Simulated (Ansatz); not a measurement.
C6H8BN (`BNc1ccccc1`), relaxed with RKS PBE-D4/def2-SVP in Ansatz 0.2.0 from a rough embedded geometry. The force threshold is 0.03 eV/Å; the program also tests the step.

Charge 0, multiplicity 1.

Start:

```xyz
16

B     1.685    1.750   -1.741
N     1.632    0.777   -0.520
C     0.451    0.084    0.011
C    -0.700   -0.020   -0.848
C    -1.818   -0.740   -0.260
C    -1.768   -1.253    1.036
C    -0.586   -1.120    1.774
C     0.507   -0.439    1.237
H     2.660    2.325   -2.005
H     0.648    2.106   -2.222
H     2.553    0.676   -0.006
H    -0.764    0.358   -1.798
H    -2.751   -0.842   -0.803
H    -2.615   -1.774    1.472
H    -0.535   -1.563    2.794
H     1.399   -0.327    1.880
```

| step | energy (eV) | largest force (eV/Å) | largest move (Å) |
| --- | --- | --- | --- |
| 1 | -8501.5709 | 5.781 | 0.000 |
| 2 | -8502.2971 | 2.108 | 0.195 |
| 3 | -8502.5070 | 0.474 | 0.200 |
| 4 (rejected) | -8502.4878 | 0.523 | 0.138 |
| 5 | -8502.5369 | 0.211 | 0.067 |
| 6 | -8502.5447 | 0.037 | 0.100 |
| 7 | -8502.5494 | 0.051 | 0.132 |
| 8 | -8502.5498 | 0.152 | 0.176 |
| 9 | -8502.5517 | 0.077 | 0.043 |
| 10 | -8502.5525 | 0.093 | 0.042 |
| 11 | -8502.5529 | 0.008 | 0.028 |
| 12 (rejected) | -8502.5528 | 0.059 | 0.058 |
| 13 | -8502.5530 | 0.024 | 0.028 |
| 14 | -8502.5531 | 0.017 | 0.034 |

End:

```xyz
16

B     1.700    1.656   -1.707
N     1.526    0.932   -0.513
C     0.425    0.194   -0.023
C    -0.779    0.069   -0.748
C    -1.842   -0.673   -0.221
C    -1.733   -1.302    1.031
C    -0.538   -1.180    1.755
C     0.531   -0.438    1.234
H     2.772    2.204   -1.875
H     0.810    1.722   -2.529
H     2.314    0.915    0.141
H    -0.875    0.556   -1.728
H    -2.774   -0.761   -0.800
H    -2.573   -1.883    1.438
H    -0.432   -1.665    2.738
H     1.468   -0.345    1.808
```

Hardware: 4 threads of an Arm Neoverse V2 on a shared host. Wall time 26 s, peak host memory 0.22 GiB.
